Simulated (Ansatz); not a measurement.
Ansatz results at the PBE0-D4/def2-TZVP geometry: size of the dipole moment (ωB97M-V/def2-TZVPP) 1.61 D; HOMO energy (B3LYP/def2-TZVPP) -6.66 eV; HOMO–LUMO gap (PBE0/def2-TZVPP) 6.48 eV.

Each molecule was computed in one conformer, which needn't be the lowest.

Question: Which molecule gave them?
A. `F[Si@@H]1O[C@H]1[SiH3]`
B. `N=CN=CF`
C. `O[Si]1(F)C[SiH2]1`
D. `FC1O[SiH2][SiH2]1`

Answer: C. The others give `F[Si@@H]1O[C@H]1[SiH3]`: 1.59, -7.73, 7.76; `N=CN=CF`: 2.77, -8.02, 6.58; `FC1O[SiH2][SiH2]1`: 2.29, -7.68, 7.32.

B3LYP here is the variant with VWN-RPA as its local correlation; programs differ in this.
